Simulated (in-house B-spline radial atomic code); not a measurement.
Checks on a self-consistent run for Al2+, [Ne] 4p1. Computed with an all-electron radial atomic-structure program (B-spline basis): Dirac-Hartree-Fock, average of configuration, Fermi nucleus of rms radius 3.061 fm.

| orbital | q | ε (Eh) | <1/r> | <r²> | small-component weight |
| --- | --- | --- | --- | --- | --- |
| 1s1/2 | 2 | -59.68692 | 12.6444 | 0.0193619 | 0.0021152 |
| 2s1/2 | 2 | -5.93990 | 2.36038 | 0.455749 | 0.00029084 |
| 2p1/2 | 2 | -4.25268 | 2.22407 | 0.445291 | 0.00026544 |
| 2p3/2 | 4 | -4.23521 | 2.21442 | 0.448134 | 0.00026422 |
| 4p1/2 | 0.33333 | -0.38801 | 0.249255 | 34.5221 | 1.2746e-05 |
| 4p3/2 | 0.66667 | -0.38763 | 0.248925 | 34.5921 | 1.2728e-05 |

Electron-electron repulsion V_ee = 83.7518 hartree.

Q: What total energy follows from the eigenvalues?

A: The eigenvalues count the repulsion twice, so E = Σqε - V_ee = -157.088 - 83.752 = -240.839 hartree; the run printed -240.839.

Q: Does the Dirac virial theorem hold?

A: For a point nucleus E = -2c²Σq·w, with w the small-component weight. Here Σq·w = 0.0064125 and c = 137.0360, so the ratio E/(-2c²Σq·w) is 1.000001.

Q: What diamagnetic shielding (Lamb formula) and susceptibility (Langevin formula) do the radii give?

A: σ = (α²/3)Σq<1/r> = 43.5644/(3·137.036²) = 773.29 ppm, and χ = -0.79199×10⁻⁶·Σq<r²> = -30.26×10⁻⁶ cm³/mol with Σq<r²> = 38.202 bohr². Both are non-relativistic formulas without the paramagnetism of open shells.
